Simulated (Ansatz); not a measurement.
H$_{4}$OSeSn, SMILES `[OH][SnH2][SeH]`, 7 atoms. The species carries charge 0 and has multiplicity 1. Correlated methods include outer-core shells of Se, Sn, which these sets cover unevenly. Scalar relativity is left out up to krypton. Sn: def2 effective core potential. All runs use 2 threads of an Arm Neoverse V1 on a shared host. Correlated methods freeze the cores.

Q: Give the basis size and wall time and peak host memory of each of these runs in Ansatz. RHF-CCSD(T)/def2-SVP energy; RKS PBE0-D4/def2-QZVPP energy; RKS B97M-V/def2-TZVPP energy; RKS HSE06 (plane-wave form)-D4/def2-TZVPP energy; RHF-CCSD(T)/def2-TZVPP energy; RKS B2PLYP (frozen core)/def2-TZVPP energy; RKS ωB97M-V/def2-SVP energy; RKS PBE0-D4/def2-TZVP frequencies; RKS BLYP-D4/def2-TZVPP energy; direct RPA on PBE orbitals/def2-TZVPP energy; RHF-MP2/def2-QZVPP energy; RKS PBE0-D4/def2-SVP energy. (Best estimate.)

A: The calculation gave: Other jobs shared the machine, so times are rough.

| level | job | functions | wall time | peak host memory (GiB) |
| --- | --- | --- | --- | --- |
| RKS PBE0-D4/def2-SVP | energy | 92 | 1.8 s | 0.19 |
| RKS BLYP-D4/def2-TZVPP | energy | 185 | 2.6 s | 0.21 |
| RKS HSE06 (plane-wave form)-D4/def2-TZVPP | energy | 185 | 4.3 s | 0.48 |
| RKS B2PLYP (frozen core)/def2-TZVPP | energy | 185 | 7 s | 0.43 |
| RHF-CCSD(T)/def2-SVP | energy | 92 | 7 s | 0.35 |
| RKS ωB97M-V/def2-SVP | energy | 92 | 7.5 s | 0.28 |
| direct RPA on PBE orbitals/def2-TZVPP | energy | 185 | 8 s | 0.39 |
| RKS PBE0-D4/def2-QZVPP | energy | 348 | 10 s | 1.1 |
| RKS B97M-V/def2-TZVPP | energy | 185 | 11 s | 0.28 |
| RHF-MP2/def2-QZVPP | energy | 348 | 20 s | 1.4 |
| RHF-CCSD(T)/def2-TZVPP | energy | 185 | 2.2 min | 2.2 |
| RKS PBE0-D4/def2-TZVP | frequencies | 153 | 2.2 min | 0.39 |
